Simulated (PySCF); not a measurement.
## Two-component Hartree-Fock for Te(22+) (tellurium, charge +22)

Start: [Ar] 3d10 4s2. Calculated with PySCF 2.14 in an even-tempered Gaussian basis (17 s from 1.5 bohr⁻², ratio 2.8; 13 p from 2 bohr⁻², ratio 2.8; 8 d from 3.5 bohr⁻², ratio 2.8; 4 f from 9.1 bohr⁻², ratio 3): generalised Hartree-Fock with the X2C-1e Hamiltonian and a Gaussian nucleus; one run each with spin-orbit coupling (SO) switched off, then screened by Boettger's factors.

```
spinor shell  electrons  ε, spin-free (eV)  ε, screened SO (eV)  weight of nominal j (screened SO)  rms radius, screened SO (bohr)
       1s1/2          2           -32643.7             -32640.9                              1.000                          0.0318
       2s1/2          2            -5655.7              -5654.9                              1.000                           0.130
       2p1/2          2            -5138.7              -5330.3                              1.000                           0.112
       2p3/2          4            -5138.7              -5052.2                              1.000                           0.117
       3s1/2          2            -1656.0              -1655.8                              1.000                           0.338
       3p1/2          2            -1482.1              -1520.0                              1.000                           0.331
       3p3/2          4            -1482.1              -1464.9                              1.000                           0.342
       3d3/2          4            -1226.9              -1233.7                              1.000                           0.312
       3d5/2          6            -1226.9              -1222.3                              1.000                           0.315
       4s1/2          2            -705.55              -705.51                              1.000                           0.737
```

```
   quantity    spin-free  screened SO
E (hartree)  -6575.43852  -6577.28877
        M_J            0            0
       ⟨J²⟩        0.000        0.000
       ⟨L²⟩        0.000        0.014
       ⟨S²⟩        0.000        0.014
```

Breit and QED terms are absent; they matter most for the inner s and p1/2 levels.

Densities and radii are taken from the X2C orbitals without a picture-change correction, which distorts them close to the nucleus.

Without spin-orbit coupling the j labels of p, d and f shells carry no meaning; the spin-free column gives the mean over the occupied spinors of each nl shell.
